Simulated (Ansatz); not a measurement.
A CCSD(T) single point on C$_{2}$H$_{4}$AlFS.

```yaml
crystal:
  periodic: [false, false, false]
  atoms:
    - {symbol: F, position_ang: [0.310646, -0.069285, -1.379624]}
    - {symbol: C, position_ang: [0.326784, 0.585102, -0.036754]}
    - {symbol: Al, position_ang: [0.736471, -1.366316, 0.017376]}
    - {symbol: C, position_ang: [-0.954758, 1.085821, 0.346476]}
    - {symbol: S, position_ang: [-2.393436, 0.841743, -0.353707]}
    - {symbol: H, position_ang: [1.154208, 1.291676, -0.052404]}
    - {symbol: H, position_ang: [2.260646, -1.747835, -0.120977]}
    - {symbol: H, position_ang: [-0.474978, -2.331464, 0.287767]}
    - {symbol: H, position_ang: [-0.876983, 1.664257, 1.274648]}
basis:
  gaussian: {orbitals: def2-TZVPP}
correlation: {method: ccsd_t}
```

```sh
$ ansatz run in.yaml --threads 4 --pin off --events-out ev --progress --plain --max-ram 10444MiB
```

Output of Ansatz, abridged:

```
Functional definition: HF
1392 factors; integrals over basis functions are off by at most 1.4e-3 eV
mean field evaluation 1: about -22228.7195 eV, gradient 2.5e1 eV
mean field evaluation 2: about -22228.9879 eV, gradient 2.6e1 eV
mean field evaluation 4: about -22231.2952 eV, gradient 4.7e0 eV
mean field evaluation 8: about -22231.3734 eV, gradient 4.0e-1 eV
mean field evaluation 16: about -22231.3749 eV, gradient 2.1e-6 eV
mean field -22231.37491897 eV, -816.9879593049 hartree, gradient 2.1e-6 eV, S^2 0.000000; 0 other end points of the search recorded, 0 dependent functions left out; unrestricted orbitals would lower it
13 core orbitals not correlated: weight in the atoms' cores, before any rotation towards them, 1.000 or more for the frozen orbitals, at most 0.000 for the correlated occupied ones
reference -22231.37491897 eV, -816.9879593049 hartree; 14, 14 occupied and 206, 206 virtual orbitals, 1392 factors
second order -22.46402046 eV of doubles, -0.00000000 eV of singles
cycle   1  -22.74053076 eV  change   -2.8e-1 eV  update   1.3e-1
cycle   2  -23.38434475 eV  change   -6.4e-1 eV  update   4.0e-2
cycle   3  -23.55897354 eV  change   -1.7e-1 eV  update   2.2e-2
cycle   4  -23.54186959 eV  change    1.7e-2 eV  update   6.4e-3
cycle   5  -23.53920579 eV  change    2.7e-3 eV  update   3.2e-3
cycle   6  -23.54056979 eV  change   -1.4e-3 eV  update   1.2e-3
cycle   7  -23.54036297 eV  change    2.1e-4 eV  update   4.3e-4
cycle   8  -23.54023803 eV  change    1.2e-4 eV  update   2.0e-4
cycle   9  -23.54039752 eV  change   -1.6e-4 eV  update   7.7e-5
cycle  10  -23.54040530 eV  change   -7.8e-6 eV  update   3.7e-5
cycle  11  -23.54039526 eV  change    1.0e-5 eV  update   1.5e-5
perturbative correction -1.03857573 eV, -0.0381669543 hartree
Total energy: -22255.95388997 eV, -817.8912198289 hartree
```

Hardware: 4 threads of an Arm Neoverse V1 on a shared host. Wall time 88 s, peak host memory 4 GiB.

Correlation energy per correlated electron: -0.878 eV. T1 diagnostic: 0.0162.
